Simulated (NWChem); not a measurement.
Species: CH3BrSi, singlet; SMILES C[Si]Br

All runs: NWChem. Low-valent species are run as closed-shell singlets; no triplet was tried in these runs. This build's default masses of Se (78.918 u) and Br (79.917 u) are each other's, which moves their modes by up to 0.6 %. Each level has its own optimisation; frequencies are unscaled.

```json
[
 {"level": "PBE/def2-SVP", "r Br–Si (Å)": "2.291", "r C–Si (Å)": "1.916", "r C–H (Å)": "1.112", "highest harmonic frequency (cm⁻¹)": "3065", "lowest (cm⁻¹)": "51", "zero-point energy (kcal/mol)": "22.1", "dipole (D)": "1.76"},
 {"level": "BLYP/def2-SVP", "r Br–Si (Å)": "2.314", "r C–Si (Å)": "1.928", "r C–H (Å)": "1.112", "highest harmonic frequency (cm⁻¹)": "3025", "lowest (cm⁻¹)": "50", "zero-point energy (kcal/mol)": "22.0", "dipole (D)": "1.73"},
 {"level": "PBE0/def2-SVP", "r Br–Si (Å)": "___", "r C–Si (Å)": "___", "r C–H (Å)": "___", "highest harmonic frequency (cm⁻¹)": "___", "lowest (cm⁻¹)": "___", "zero-point energy (kcal/mol)": "___", "dipole (D)": "___"}
]
```

Q: Complete the blanks.

A: 
- PBE0/def2-SVP, r Br–Si (Å): 2.271
- PBE0/def2-SVP, r C–Si (Å): 1.899
- PBE0/def2-SVP, r C–H (Å): 1.103
- PBE0/def2-SVP, highest harmonic frequency (cm⁻¹): 3155
- PBE0/def2-SVP, lowest (cm⁻¹): 70
- PBE0/def2-SVP, zero-point energy (kcal/mol): 22.9
- PBE0/def2-SVP, dipole (D): 1.89
